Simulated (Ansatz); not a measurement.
ClRb, SMILES [Cl][Rb] (connectivity only; charge and spin as stated), charge +1, multiplicity 2.

Coordinates come from a B3LYP-D3(BJ)/def2-TZVPD optimisation. The multiplicity is an assumed one; other spin states were not compared. The def2 effective core potentials stand for the cores of Rb; spin–orbit coupling is left out.

Two levels are set side by side: PBE/def2-TZVPD (Ansatz, a quantum-chemistry and plane-wave program) and PBE0/def2-TZVPD (Ansatz). Energy differences of separate SCF runs at the same geometry; the states with an electron removed or added have multiplicity 3 and 1. Differences are taken from unrounded values.

```
quantity                           PBE
-------------------------------  -----
vertical ionisation energy (eV)  16.65
vertical electron affinity (eV)   7.47
```

Q: These are the PBE values. What does PBE0 give? (An estimate is asked for; the answer gives what the named calculation found.)

A: 
```tsv
quantity	PBE0	PBE minus PBE0
vertical ionisation energy (eV)	16.63	0.02
vertical electron affinity (eV)	7.35	0.12
```

Here PBE gives about what the other level gives.
